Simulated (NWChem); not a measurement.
# C$_{2}$H$_{7}$NSi, singlet; SMILES CN(C)[SiH]

```xyz
11

Si     0.0444    -1.4809     0.0000
H     -1.4824    -1.6407     0.0000
N      0.0030     0.2525     0.0000
C      1.2528     1.0155     0.0000
C     -1.1678     1.1278     0.0000
H      1.3168     1.6603    -0.8881
H      1.3168     1.6603     0.8881
H      2.1091     0.3360     0.0000
H     -1.1662     1.7784     0.8869
H     -1.1662     1.7784    -0.8869
H     -2.0812     0.5324     0.0000
```
Atoms are numbered in this order, from 1.

Computed with NWChem. Medium grid unless said otherwise, to which SCAN and Minnesota functionals are sensitive. Low-valent species are run as closed-shell singlets; no triplet was tried in these runs. All runs use the structure optimised with B3LYP/6-31G* (spherical d). Total energies of different functionals are on different scales.

```csv
level,energy (Ha),highest occupied level (eV),orbital gap (eV),dipole (D)
PBE/def2-TZVP,-424.3647,-5.15,2.87,2.35
B3LYP/def2-TZVP,-424.7247,-6.06,4.39,2.14
PBE0/def2-TZVP,-424.4071,-6.24,4.75,2.21
TPSSh/def2-TZVP,-424.7242,(withheld),(withheld),2.32
PW6B95/def2-TZVP,-425.1218,-6.32,4.90,2.10
r2SCAN/def2-TZVP,-424.5814,-5.35,3.17,2.41
```

### Question
What belongs in the gaps?

### Answer

- TPSSh/def2-TZVP, highest occupied level (eV): -5.72
- TPSSh/def2-TZVP, orbital gap (eV): 3.84
